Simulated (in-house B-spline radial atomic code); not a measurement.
# The erbium ion Er³¹⁺: [Kr] 4d1

All numbers are computed (Dirac-Kohn-Sham wB97X, spherical fractional occupations; Fermi nucleus of rms radius 5.2516 fm) with a radial B-spline atomic code at the basis-set limit, not measured.

Screening seen three ways: the hydrogenic charge with the same mean radius, Z_r = [3n² - l(l+1)]/(2<r>), the one with the same energy, Z_e = n√(-2ε), and Slater's rules. Values are occupation-weighted means over j. An effective charge above Z reflects the relativistic contraction of the inner shells.

| shell | electrons | ε (eV) | <r> (bohr) | Z_r | Z_e | Slater |
| --- | --- | --- | --- | --- | --- | --- |
| 1s | 2 | -58565 | 0.02037 | 73.63 | 65.61 | 67.70 |
| 2s | 2 | -10842 | 0.08584 | 69.90 | 56.46 | 63.85 |
| 2p | 6 | -9769.5 | 0.07628 | 65.54 | 53.59 | 63.85 |
| 3s | 2 | -3321.9 | 0.2227 | 60.63 | 46.88 | 56.75 |
| 3p | 6 | -2990.1 | 0.221 | 56.57 | 44.47 | 56.75 |
| 3d | 10 | -2561.2 | 0.2006 | 52.35 | 41.16 | 46.85 |
| 4s | 2 | -1452.7 | 0.4614 | 52.01 | 41.33 | 40.25 |
| 4p | 6 | -1329 | 0.474 | 48.52 | 39.53 | 40.25 |
| 4d | 1 | -1152.7 | 0.4778 | 43.95 | 36.82 | 32.00 |

The least bound orbital is 4d5/2 at -1148 eV, while the most diffuse is 4p3/2 (<r> = 0.4806 bohr against 0.4801 bohr): energy order and size order differ.

Spin-orbit splittings of the orbital energies (j = l + 1/2 above j = l - 1/2 when positive): 2p 917.6 eV, 3p 197.8 eV, 3d 43.45 eV, 4p 58.34 eV, 4d 12.35 eV.

For the 1s electron the small component carries 6.48 % of the norm, the zero-frequency Breit interaction raises the level by 184.7 eV, self-energy by 112.1 eV, and vacuum polarisation lowers it by 19.39 eV.

The density falls to 0.001 bohr⁻³ at 1.201 bohr; Σ<r²> = 3.2481 bohr² gives, by the non-relativistic formula and without the paramagnetism of open shells, a Langevin diamagnetic susceptibility of -2.572×10⁻⁶ cm³/mol.

Caution: exact exchange at fractional occupations of open shells leaves self-interaction of up to several eV.
